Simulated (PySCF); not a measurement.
C10H8Se.

```xyz
19

C     -3.8056     0.4456    -0.4098
C     -3.1289    -0.7731    -0.3895
C     -1.7400    -0.8030    -0.3141
C     -0.9943     0.3851    -0.2483
C      0.4676     0.3688    -0.1729
C      1.3499     1.3274    -0.6104
C      2.7276     1.0381    -0.3941
C      2.9710    -0.1564     0.2235
Se     1.3994    -1.0567     0.6071
C     -1.6903     1.6057    -0.2602
C     -3.0783     1.6340    -0.3466
H     -4.8959     0.4695    -0.4717
H     -3.6868    -1.7110    -0.4421
H     -1.2190    -1.7644    -0.3269
H      1.0113     2.2334    -1.1171
H      3.5290     1.7121    -0.7040
H      3.9390    -0.5818     0.4860
H     -1.1328     2.5410    -0.1785
H     -3.5985     2.5949    -0.3517
```

The structure is a stationary point at PBE0-D3(BJ)/def2-SVP. One conformer was computed; it need not be the lowest.

Computed with B3LYP/pcSseg-1 (PySCF). Non-relativistic, no solvent.

Computed absolute GIAO shielding of each atom: isotropic value and principal components (ppm):
```
atom  σ(iso)    σ11     σ22     σ33   span
----  ------  -----  ------  ------  -----
C1      46.0  -65.3    34.9   168.6  233.9
C2      44.3  -68.5    34.2   167.2  235.8
C3      45.6  -56.2    41.6   151.5  207.8
C4      36.4  -59.1     7.4   160.9  220.0
C5      13.4  -56.1    -6.9   103.3  159.4
C6      50.5  -22.7    36.2   137.9  160.6
C7      44.3  -38.5    35.5   136.0  174.4
C8      36.7  -61.8    38.5   133.5  195.2
Se9   1118.3  795.6  1225.1  1334.1  538.5
C10     48.3  -53.5    38.7   159.6  213.2
C11     44.5  -68.1    34.0   167.6  235.8
H12     24.2   21.0    24.8    26.7    5.7
H13     24.1   20.6    24.3    27.4    6.8
H14     24.0   18.1    22.4    31.4   13.3
H15     24.2   20.0    24.6    28.0    8.1
H16     24.4   21.0    24.1    27.9    6.9
H17     24.0   20.8    23.1    28.1    7.3
H18     23.8   18.9    23.0    29.5   10.6
H19     24.0   20.6    24.5    27.1    6.5
```
